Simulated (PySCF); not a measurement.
# Si- (silicon, charge -1) across methods

[Ne] 3s2 3p3, high-spin 4S determinant. All numbers are calculated (PySCF 2.14, the non-relativistic Hamiltonian (point nucleus), in aug-cc-pwCVTZ).

| method | E (hartree) | mean ε 3s α (eV) | mean ε 3s β (eV) | mean ε 3p α (eV) | Σ⟨r²⟩ (bohr²) | ⟨S²⟩ |
| --- | --- | --- | --- | --- | --- | --- |
| M06 | -289.4075 | -6.333 | -3.973 | 0.668 | 57.04 | 3.752 |
| TPSSh | -289.4433 | -5.814 | -3.243 | 0.852 | 55.31 | 3.751 |
| UHF | -288.88809 | -10.905 | -5.565 | -1.687 | 54.78 | 3.751 |
| r2SCAN | -289.4048 | -5.526 | -3.044 | 0.962 | 55.87 | 3.750 |
| BLYP | -289.4318 | -4.848 | -3.306 | 1.381 | 59.42 | 3.751 |
| B3LYP | -289.4497 | -6.228 | -4.087 | 0.648 | 57.36 | 3.750 |
| LDA | -288.2783 | -5.101 | -3.382 | 1.089 | 58.46 | 3.751 |
| PBE | -289.2857 | -5.006 | -3.122 | 1.157 | 57.66 | 3.750 |

(1) Estimate the same row for PBE0.

The highest occupied level is positive at PBE0, M06, TPSSh, r2SCAN, BLYP, B3LYP, LDA, PBE: only the finite basis holds that electron, which in a density functional comes from self-interaction.

Results:

(1) E (hartree) = -289.3099; mean ε 3s α (eV) = -6.572; mean ε 3s β (eV) = -3.965; mean ε 3p α (eV) = 0.386; Σ⟨r²⟩ (bohr²) = 55.71; ⟨S²⟩ = 3.750.
